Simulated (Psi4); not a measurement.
H4Si2 (SMILES [SiH][SiH3]), singlet, geometry from GFN2-xTB; Psi4 with PBE0/6-31G.

Input for Psi4:
```
memory 2 GB

molecule mol {
0 1
Si   -0.288906    0.946481    0.771451
H     0.382608    2.122327    0.129654
Si    0.207329   -0.807678   -0.597427
H     0.996315   -0.861303   -1.840963
H    -1.091687   -1.388386   -0.989240
H     0.854851   -1.815878    0.264216
}

set {
  basis 6-31g
  reference rks
  scf_type dfdirj+link
}

energy('pbe0')
print_variables()
```

Q: What does Psi4 print? Leave out banner, timings and long lists.

A: 
```
   => Loading Basis Set <=

    Name: 6-31G
    Role: ORBITAL
    Keyword: BASIS

         ---------------------------------------------------------
                                   SCF
               by Justin Turney, Rob Parrish, Andy Simmonett
                          and Daniel G. A. Smith
                              RKS Reference
         ---------------------------------------------------------

  ==> Geometry <==

    Molecular point group: c1
    Full point group: C1

    Geometry (in Angstrom), charge = 0, multiplicity = 1:

       Center              X                  Y                   Z               Mass
    ------------   -----------------  -----------------  -----------------  -----------------
         SI          -0.270047168972     0.914392469496     0.731220057002    27.976926534650
         H            0.401466831028     2.090238469496     0.089423057002     1.007825032230
         SI           0.226187831028    -0.839766530504    -0.637657942998    27.976926534650
         H            1.015173831028    -0.893391530504    -1.881193942998     1.007825032230
         H           -1.072828168972    -1.420474530504    -1.029470942998     1.007825032230
         H            0.873709831028    -1.847966530504     0.223985057002     1.007825032230

  Running in c1 symmetry.

  Rotational constants: A =      2.28891  B =      0.19407  C =      0.19018 [cm^-1]
  Rotational constants: A =  68619.85291  B =   5818.16610  C =   5701.42162 [MHz]
  Nuclear repulsion =   76.098871857335183

  Charge       = 0
  Multiplicity = 1
  Electrons    = 32
  Nalpha       = 16
  Nbeta        = 16

  ==> Algorithm <==

  SCF Algorithm Type is DFDIRJ+LINK.
  DIIS enabled.
  MOM disabled.
  Fractional occupation disabled.
  Guess Type is SAD.
  Energy threshold   = 1.00e-06
  Density threshold  = 1.00e-06
  Integral threshold = 1.00e-12

  ==> Primary Basis <==

  Basis Set: 6-31G
    Blend: 6-31G
    Number of shells: 22
    Number of basis functions: 34
    Number of Cartesian functions: 34
    Spherical Harmonics?: false
    Max angular momentum: 1

  ==> DFT Potential <==

   => LibXC <=

    Version 7.1.2
    S. Lehtola, C. Steigemann, M. J. T. Oliveira, and M. A. L. Marques,  SoftwareX 7, 1–5 (2018) (10.1016/j.softx.2017.11.002)

   => Composite Functional: PBE0 <=

    PBE0 Hyb-GGA Exchange-Correlation Functional

    C. Adamo and V. Barone,  J. Chem. Phys. 110, 6158 (1999) (10.1063/1.478522)
    M. Ernzerhof and G. E. Scuseria,  J. Chem. Phys. 110, 5029 (1999) (10.1063/1.478401)

    Deriv               =              1
    GGA                 =           TRUE
    Meta                =          FALSE

    Exchange Hybrid     =           TRUE
    MP2 Hybrid          =          FALSE

   => Exchange Functionals <=

    0.7500   Perdew, Burke & Ernzerhof

   => Exact (HF) Exchange <=

    0.2500               HF

   => Correlation Functionals <=

    1.0000   Perdew, Burke & Ernzerhof

   => LibXC Density Thresholds  <==

    XC_HYB_GGA_XC_PBEH:  1.00E-15

   => Molecular Quadrature <=

    Radial Scheme          =       TREUTLER
    Pruning Scheme         =           NONE
    Nuclear Scheme         =       TREUTLER

    Blocking Scheme        =         OCTREE
    BS radius alpha        =              1
    Pruning alpha          =              1
    Radial Points          =             75
    Spherical Points       =            302
    Total Points           =         129975
    Total Blocks           =           1022
    Max Points             =            256
    Max Functions          =             34
    Weights Tolerance      =       1.00E-15

   => Loading Basis Set <=

    Name: (6-31G AUX)
    Role: JKFIT
    Keyword: DF_BASIS_SCF

  ==> Integral Setup <==

  ==> CompositeJK: Mix-and-Match J+K Algorithm Combos <==

    J tasked:                  Yes
    J algorithm:           DF-DirJ
    K tasked:                  Yes
    K algorithm:              LinK
    wK tasked:                  No
    Integrals threads:           1
    Incremental Fock:           No
    Screening Type:           CSAM

  ==> DF-DirJ: Integral-Direct Density-Fitted J <==

    J Screening Cutoff:      1E-12

  ==> LinK: Linear Exchange K <==

    K Screening Cutoff:      1E-12

  Minimum eigenvalue in the overlap matrix is 9.6339064460E-03.
  Reciprocal condition number of the overlap matrix is 2.3820472850E-03.
    Using symmetric orthogonalization.

  ==> Pre-Iterations <==

  SCF Guess: Superposition of Atomic Densities via on-the-fly atomic UHF (no occupation information).

   -------------------------
    Irrep   Nso     Nmo
   -------------------------
     A         34      34
   -------------------------
    Total      34      34
   -------------------------

  ==> Iterations <==

                        Total Energy        Delta E     RMS |[F,P]|

   @RKS iter SAD:  -580.56671372623214   -5.80567e+02   0.00000e+00
   @RKS iter   1:  -580.93455954329136   -3.67846e-01   5.18181e-03 ADIIS/DIIS
   @RKS iter   2:  -580.95177397644284   -1.72144e-02   3.37874e-03 ADIIS/DIIS
   @RKS iter   3:  -580.96355149022475   -1.17775e-02   3.45302e-04 ADIIS/DIIS
   @RKS iter   4:  -580.96368606586930   -1.34576e-04   7.30830e-05 DIIS
   @RKS iter   5:  -580.96369305344911   -6.98758e-06   1.41436e-05 DIIS
   @RKS iter   6:  -580.96369330035907   -2.46910e-07   1.94719e-06 DIIS
   @RKS iter   7:  -580.96369330553944   -5.18037e-09   2.49965e-07 DIIS
  Energy and wave function converged.

  ==> Post-Iterations <==

   Electrons on quadrature grid:
      Ntotal   =   31.9999829093 ; deviation = -1.709e-05

    Orbital Energies [Eh]
    ---------------------

    Doubly Occupied:

       1A    -66.276704     2A    -66.228631     3A     -5.362709
       4A     -5.327962     5A     -3.700543     6A     -3.692818
       7A     -3.689173     8A     -3.660296     9A     -3.660143
      10A     -3.659658    11A     -0.595665    12A     -0.503753
      13A     -0.370736    14A     -0.369860    15A     -0.321694
      16A     -0.234736

    Virtual:

      17A     -0.125731    18A      0.018622    19A      0.057584
      20A      0.072856    21A      0.107953    22A      0.161566
      23A      0.184882    24A      0.230835    25A      0.232380
      26A      0.239525    27A      0.274515    28A      0.279523
      29A      0.288366    30A      0.396037    31A      0.967464
      32A      0.992975    33A      1.023747    34A      1.029414

    Final Occupation by Irrep:
              A
    DOCC [    16 ]
    NA   [    16 ]
    NB   [    16 ]

  @RKS Final Energy:  -580.96369330553944

   => Energetics <=

    Nuclear Repulsion Energy =             76.0988718573351832
    One-Electron Energy =                -955.7936736817734982
    Two-Electron Energy =                 331.2261901981603955
    DFT Exchange-Correlation Energy =     -32.4950816792616308
    Empirical Dispersion Energy =           0.0000000000000000
    VV10 Nonlocal Energy =                  0.0000000000000000
    Total Energy =                       -580.9636933055394366

Computation Completed

Properties will be evaluated at   0.000000,   0.000000,   0.000000 [a0]

Properties computed using the SCF density matrix

 Multipole Moments:

 ------------------------------------------------------------------------------------
     Multipole            Electronic (a.u.)      Nuclear  (a.u.)        Total (a.u.)
 ------------------------------------------------------------------------------------

 L = 1.  Multiply by 2.5417464519 to convert [e a0] to [Debye]
 Dipole X            :         -0.9513666            1.1404338            0.1890672
 Dipole Y            :          2.1627774           -1.9404293            0.2223481
 Dipole Z            :          2.2150323           -2.4328092           -0.2177769
 Magnitude           :                                                    0.3641591

 ------------------------------------------------------------------------------------

  Variable Map:
  ----------------------------------------------------------------------------
  "CURRENT ENERGY"              =>    -580.963693305539
  "CURRENT REFERENCE ENERGY"    =>    -580.963693305539
  "DD SOLVATION ENERGY"         =>       0.000000000000
  "DFT FUNCTIONAL TOTAL ENERGY" =>    -580.963693305539
  "DFT TOTAL ENERGY"            =>    -580.963693305539
  "DFT VV10 ENERGY"             =>       0.000000000000
  "DFT XC ENERGY"               =>     -32.495081679262
  "GRID ELECTRONS ALPHA"        =>      15.999991454661
  "GRID ELECTRONS BETA"         =>      15.999991454661
  "GRID ELECTRONS TOTAL"        =>      31.999982909322
  "NUCLEAR REPULSION ENERGY"    =>      76.098871857335
  "ONE-ELECTRON ENERGY"         =>    -955.793673681773
  "PCM POLARIZATION ENERGY"     =>       0.000000000000
  "PE ENERGY"                   =>       0.000000000000
  "SCF ITERATION ENERGY"        =>    -580.963693305539
  "SCF ITERATIONS"              =>       7.000000000000
  "SCF TOTAL ENERGY"            =>    -580.963693305539
  "TWO-ELECTRON ENERGY"         =>     331.226190198160
  "XC GRID RADIAL POINTS"       =>      75.000000000000
  "XC GRID SPHERICAL POINTS"    =>     302.000000000000
  "XC GRID TOTAL POINTS"        =>  129975.000000000000

  Array Variable Map:
  ----------------------------------------------------------------------------
  "CURRENT DIPOLE"              =>       0.189067228983 ... -0.217776852504 1 by 3
  "SCF DIPOLE"                  =>       0.189067228983 ... -0.217776852504 1 by 3
  "SCF TOTAL ENERGIES"          =>    -580.566713726232 ... -580.963693305539 1 by 8
```
